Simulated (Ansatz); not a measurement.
A made-up structure of ZnBH₂Cl, singlet:

```
atom    x (Å)    y (Å)    z (Å)
  B1  -0.6602   0.5739  -0.4697
 Zn2   0.7028  -0.6106   0.5001
 Cl3   2.1104  -1.8344   1.5014
  H4  -1.5739   0.1043  -1.0818
  H5   3.1612  -1.9369   2.3102
```

It is relaxed with PBE-D4/def2-SVP and then PBE0-D4/def2-TZVP (Ansatz 0.2.0). Atoms count as bonded within 1.22 times the sum of their covalent radii (H–H: 0.88 Å). The end point is not checked to be a true minimum.

Question: Does its bonding change? (Judge from chemistry; the calculation decides.)

Answer: By the calculation: Yes. Formed: B1–H5; broken: Cl3–H5.

Where it ends: The first stage lowers the energy by 4.93 eV in 36 steps. It ends as ZnBH₂Cl ([BH2][Zn][Cl]):
```
5
angstrom
B 0.4174 0.1339 0.2185
Zn 1.0971 -1.6736 0.9052
Cl 1.8049 -3.5373 1.6173
H -0.5588 0.2186 -0.4668
H 0.9798 1.1547 0.4861
```

Labels in which every atom is bracketed show which atoms are joined, not bond orders.

For scale, one of the runs: PBE0-D4/def2-TZVP relaxation, 128 basis functions, launched by `ansatz run in.yaml --threads 2 --pin off --events-out ev --progress --plain --max-ram 4352MiB`. The run took about 22 s on 2 CPU threads of an Intel Xeon Platinum 8259CL (shared host).
